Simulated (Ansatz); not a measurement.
Diatomic TeN, multiplicity 4 (an upper state: multiplicity 2 came lower at CCSD(T)/def2-TZVPP on PBE0 minima). No spin–orbit coupling.

Constants: fifth-degree fit in 1/R to seven points, most abundant isotopes. Runs in def2 and cc sets follow the lowest solution found near the PBE0 minimum.

Programs: Ansatz (a first-principles code). Each number belongs to the level named beside it. In def2 rows elements past Kr take small-core potentials, without spin–orbit coupling.

Energies at wB97X-V/def2-TZVPP:

```tsv
R (Å)	E (hartree)
1.900604	-322.59780236
1.951695	-322.60236163
1.998699	-322.60446752
2.051835	-322.60495472
2.104970	-322.60387819
2.166280	-322.60117421
2.237808	-322.59660837
```

### Question
With a reduced mass of 12.6405 u, find the minimum, the force constant and the constants.

### Answer
A fifth-degree polynomial in 1/R puts the minimum at r_e = 2.0398 Å with force constant 255 N/m. Then ω_e = (1/2πc)√(k/μ) = 585 cm⁻¹ and B_e = h/(8π²cμr_e²) = 0.3205 cm⁻¹; the cubic and quartic terms give α_e = 0.0025 and ω_e x_e = 3.3 cm⁻¹.
